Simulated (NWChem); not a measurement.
## Total energies of methylammonium (CH6N (+1))

```
N
H 1 1.0292
H 1 1.0292 2 106.84
H 1 1.0292 2 106.84 3 114.07
C 1 1.4918 2 111.99 3 -122.96
H 5 1.0964 1 108.79 2 -60.00
H 5 1.0964 6 110.14 1 119.16
H 5 1.0964 6 110.14 7 121.69
```
Charge +1, spin multiplicity 1.

The numbers come from NWChem runs, not from measurements. Structure: optimised with PBE0/def2-SVP, a minimum by its harmonic frequencies.

Basis set: cc-pVDZ (58 functions).

```csv
method,total energy (Ha)
RHF,-95.58705
MP2,-95.91059
B2PLYP,-96.10661
PBE,-96.08258
B3LYP,-96.21862
PBE0,-96.10194
CCSD(T),-95.95187
```

Total energies of different functionals aren't comparable as a measure of quality: only differences taken within one method are. 

The correlated methods keep 2 core orbitals frozen. B3LYP has NWChem's definition, with VWN1-RPA local correlation. Coupled-cluster values serve here as a point of comparison, not as the truth.
